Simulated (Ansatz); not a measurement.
Other settings, tried on AsH2Me (CH₅As).

```yaml
crystal:
  periodic: [false, false, false]
  atoms:
    - {symbol: As, position_ang: [0.467678, 0.784197, 0.889525]}
    - {symbol: H, position_ang: [1.736720, 0.836314, 0.047072]}
    - {symbol: H, position_ang: [-0.166470, 1.919332, 0.094490]}
    - {symbol: C, position_ang: [-0.386278, -0.673388, -0.129157]}
    - {symbol: H, position_ang: [0.110591, -1.609757, 0.125568]}
    - {symbol: H, position_ang: [-0.331832, -0.513721, -1.204021]}
    - {symbol: H, position_ang: [-1.430418, -0.742987, 0.176532]}
basis:
  gaussian: {orbitals: def2-mTZVP}
hamiltonian: {xc: {name: SPW92}}
scf: {omitted_lower_state_checks: [starts]}
output: {forces: true}
```

```sh
$ ansatz run in.yaml --threads 4 --pin off --events-out ev --progress --plain --max-ram 3916MiB
```

Output, abridged:

```
Functional definition: SPW92
762 factors; their error is unknown
mean field evaluation 1: about -61850.2797 eV, gradient 6.4e1 eV
mean field evaluation 2: about -61833.7803 eV, gradient 9.1e1 eV
mean field evaluation 4: about -61859.0666 eV, gradient 4.0e0 eV
mean field evaluation 8: about -61859.1243 eV, gradient 9.3e-2 eV
mean field evaluation 16: about -61859.0919 eV, gradient 1.4e-5 eV
mean field -61859.09189960 eV, -2273.2796977117 hartree, gradient 1.4e-5 eV, S^2 0.000000; 0 other end points of the search recorded, 0 dependent functions left out
reference -61859.09193286 eV, -2273.2796989343 hartree; 22, 22 occupied and 48, 48 virtual orbitals, 762 factors
Total energy: -61859.09193286 eV, -2273.2796989343 hartree
Atom 0 at     0.467678     0.784197     0.889525 Å, force    -0.117388    -0.222996     0.306180 eV/Å
Atom 1 at     1.736720     0.836314     0.047072 Å, force     0.129805     0.013426    -0.152697 eV/Å
Atom 2 at    -0.166470     1.919332     0.094490 Å, force    -0.061838     0.122213    -0.147328 eV/Å
Atom 3 at    -0.386278    -0.673388    -0.129157 Å, force     0.219453     0.379116     0.164135 eV/Å
Atom 4 at     0.110591    -1.609757     0.125568 Å, force     0.120085    -0.262403     0.063396 eV/Å
Atom 5 at    -0.331832    -0.513721    -1.204021 Å, force    -0.006658     0.005047    -0.309350 eV/Å
Atom 6 at    -1.430418    -0.742987     0.176532 Å, force    -0.283458    -0.034404     0.075664 eV/Å
Dipole moment:    -0.062809    -0.102707    -0.178603 e Å
Checks for a lower state left out: starts
```

Run time 0.35 s (4 threads of Arm Neoverse V1 on a shared host).
